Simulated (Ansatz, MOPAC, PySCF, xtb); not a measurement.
Donor–acceptor adduct: BH3 (SMILES B) (first 4 atoms) with H2S (SMILES S); geometry from B3LYP-D3(BJ)/def2-TZVP, rigid monomers moved along the line of their centres of mass till B1···S5 is 3.65 Å.
(charge 0, multiplicity 1):
```xyz
7

B     -0.4494    -0.3252     0.6695
H      0.4057    -0.8871     0.0385
H     -1.2478    -1.0569     1.1911
H     -0.8794     0.6904     0.2021
S      1.4796     0.7146     3.5901
H      0.6511     1.5572     4.2351
H      2.2438     1.7206     3.1250
```

Counterpoise-corrected where a basis set is named; no monomer relaxation. Rows marked so take none.

Cores are frozen in the correlated methods. Rows in 3-21G, 6-31G* carry no dispersion term and start afresh at each structure (6-31G* with six Cartesian d functions). The state that AM1 reach isn't checked.

The values were computed with Ansatz (a quantum-chemistry and plane-wave program) with Gaussian orbitals; MOPAC for AM1 (differences of heats of formation); PySCF for 3-21G rows, 6-31G* rows, the dispersion terms; xtb for the GFN methods. Each number belongs to the level named beside it.

```
level                            interaction energy (meV)
-------------------------------  ------------------------
AM1                                                 -50.1
GFN2-xTB                                            -20.0
HF/3-21G (no counterpoise)                         -134.4
B3LYP/6-31G*                                       -115.0
B3LYP/def2-TZVPPD                                  -104.7
B3LYP-D4/def2-TZVPPD                               -141.5
M06-2X/6-31G* (no counterpoise)                    -144.4
SCS-MP2/aug-cc-pV(D+d)Z                            -114.5
CCSD(T)/aug-cc-pV(T+d)Z                               ___
```

Task: What belongs in the gaps?

Result: 
- CCSD(T)/aug-cc-pV(T+d)Z, interaction energy (meV): -119.7
